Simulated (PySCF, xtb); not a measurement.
C3H7NSi, SMILES C([SiH3])=C=CN.

Coordinates come from a PBE0-D3(BJ)/def2-SVP optimisation. The structure was generated by enumeration; whether it is a known compound was not checked. The values are those of a single conformer.

The numbers are results of IEF-PCM-M06-2X/def2-SVP (PySCF), not measurements.

The values are the electrostatic part of the solvation free energy, E(continuum) − E(gas) at the gas-phase geometry, in a cavity of scaled van der Waals radii (PySCF's table); cavitation and dispersion terms are not included. In vacuum the orbital gap is 7.67 eV. The dipole moment in vacuum is 2.11 D.

Computed values in water (ε = 78.36), 1-octanol (ε = 9.86), toluene (ε = 2.37):
```csv
solvent,ε,ΔG(elec) (kcal/mol),dipole (D),gap (eV)
water,78.36,-4.9,2.59,7.69
1-octanol,9.86,-4.2,2.53,7.69
toluene,2.37,-2.2,2.34,7.68
```

For comparison, GFN2-xTB/ALPB(water) (xtb, at the GFN2-xTB geometry, all terms of that model) gives -2.7 kcal/mol.
